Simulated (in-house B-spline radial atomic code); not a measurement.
Checks on a self-consistent run for Mn3+, [Ar] (3d3/2)4. Level of theory: Dirac-Hartree-Fock, average of the jj configuration, Fermi nucleus of rms radius 3.7057 fm; calculated with a B-spline radial code for spherical atoms.

```csv
orbital,q,ε (Eh),<1/r>,<r²>,small-component weight
1s1/2,2,-243.98945,24.9333,0.00498184,0.0080741
2s1/2,2,-30.94808,5.35683,0.0909614,0.0014829
2p1/2,2,-26.60818,5.26364,0.0738193,0.0014442
2p3/2,4,-26.14524,5.18991,0.0748491,0.0014317
3s1/2,2,-5.23070,1.66386,0.818726,0.0003126
3p1/2,2,-4.02749,1.54689,0.915617,0.00027954
3p3/2,4,-3.72467,1.51814,0.937484,0.00027069
3d3/2,4,-1.89156,1.2444,1.31312,0.00019226
```

Electron-electron repulsion V_ee = 406.8321 hartree.

Problem. What total energy follows from the eigenvalues?

Solution. The eigenvalues count the repulsion twice, so E = Σqε - V_ee = -748.654 - 406.832 = -1155.486 hartree; the run printed -1155.486.

Problem. Does the Dirac virial theorem hold?

Solution. For a point nucleus E = -2c²Σq·w, with w the small-component weight. Here Σq·w = 0.030765 and c = 137.0360, so the ratio E/(-2c²Σq·w) is 1.000006; the finite nucleus accounts for the departure from 1.

Problem. What diamagnetic shielding (Lamb formula) and susceptibility (Langevin formula) do the radii give?

Solution. σ = (α²/3)Σq<1/r> = 109.339/(3·137.036²) = 1940.8 ppm, and χ = -0.79199×10⁻⁶·Σq<r²> = -10.38×10⁻⁶ cm³/mol with Σq<r²> = 13.11 bohr². Both are non-relativistic formulas without the paramagnetism of open shells.
